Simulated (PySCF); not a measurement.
SeF2, SMILES [Se](F)F.

Coordinates come from a ωB97X-D3(BJ)/def2-TZVP optimisation.

The numbers are results of TDDFT-LC-ωPBE/def2-SVPD (PySCF 2.14.0), not measurements.

Vertical excitations. Isolated molecule, no solvent. State labels are in the subgroup C2v.

| state | symmetry | energy (eV) | λ (nm) | f | main pairs |
|---|---|---|---|---|---|
| S1 | A2 | 2.88 | 431 | 0.000 | HOMO→LUMO 96 % |
| S2 | B1 | 4.06 | 305 | 0.002 | HOMO→LUMO+1 91 % |
| S3 | B1 | 7.13 | 174 | 0.123 | HOMO→LUMO+2 96 % |
| S4 | A1 | 8.27 | 150 | 0.035 | HOMO→LUMO+3 98 % |
| S5 | A2 | 8.43 | 147 | 0.000 | HOMO→LUMO+4 92 % |
| S6 | B1 | 8.53 | 145 | 0.000 | HOMO→LUMO+5 86 % |
| S7 | B2 | 8.57 | 145 | 0.027 | HOMO−1→LUMO 65 %, HOMO−2→LUMO+1 26 % |
| S8 | A1 | 8.58 | 145 | 0.007 | HOMO−2→LUMO 91 % |
| S9 | B1 | 8.93 | 139 | 0.016 | HOMO−3→LUMO 93 % |
| S10 | A1 | 9.14 | 136 | 0.062 | HOMO−1→LUMO+1 84 % |
| T1 | A2 | 2.00 | 620 | 0 | HOMO→LUMO 93 % |
| T2 | B1 | 2.88 | 430 | 0 | HOMO→LUMO+1 87 % |
| T3 | B1 | 6.86 | 181 | 0 | HOMO→LUMO+2 92 % |
| T4 | B2 | 6.94 | 179 | 0 | HOMO−1→LUMO 87 % |
Triplets are in the Tamm–Dancoff approximation, which puts them higher than full response would, so one can lie above its singlet here.
